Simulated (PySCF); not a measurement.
An equivalent PySCF input for Al (aluminium, neutral), [Ne] 3s2 3p1, 2P determinant, with scalar relativity by spin-free X2C-1e:

```python
from pyscf import gto, scf, dft, mp, cc
import basis_set_exchange as bse
mol = gto.M(atom="Al 0 0 0", charge=0, spin=1, symmetry="D2h",
            basis=gto.basis.parse(bse.get_basis("cc-pVDZ-DK", elements=["Al"], fmt="nwchem", header=False)),
            nucmod="G")
mf = scf.UHF(mol).sfx2c1e()
mf.irrep_nelec = {'Ag': (3, 3), 'B1u': (1, 1), 'B2u': (2, 1), 'B3u': (1, 1)}
mf.kernel()
```

It reaches the same state as the run whose output follows, and the same energy. The run itself started from symmetry-adapted Hartree-Fock orbitals and held the occupation by maximum overlap, so the iterations belong to that start.

```
SCF conv_tol = 1e-09
number electrons alpha = 7  beta = 6
cycle= 1 E= -242.307789133721  delta_E= -0.00271  |g|= 0.0171  |ddm|= 0.0677
cycle= 2 E= -242.308302699151  delta_E= -0.000514  |g|= 0.00758  |ddm|= 0.0359
cycle= 3 E= -242.308431920314  delta_E= -0.000129  |g|= 0.000596  |ddm|= 0.0387
cycle= 4 E= -242.308433112075  delta_E= -1.19e-06  |g|= 0.000101  |ddm|= 0.0129
cycle= 5 E= -242.30843314178  delta_E= -2.97e-08  |g|= 1.98e-05  |ddm|= 0.00217
cycle= 6 E= -242.308433142815  delta_E= -1.04e-09  |g|= 2.03e-06  |ddm|= 0.000426
cycle= 7 E= -242.308433142822  delta_E= -6.99e-12  |g|= 2.41e-07  |ddm|= 2.62e-05
converged SCF energy = -242.308433142822  <S^2> = 0.76435835  2S+1 = 2.0143072
```
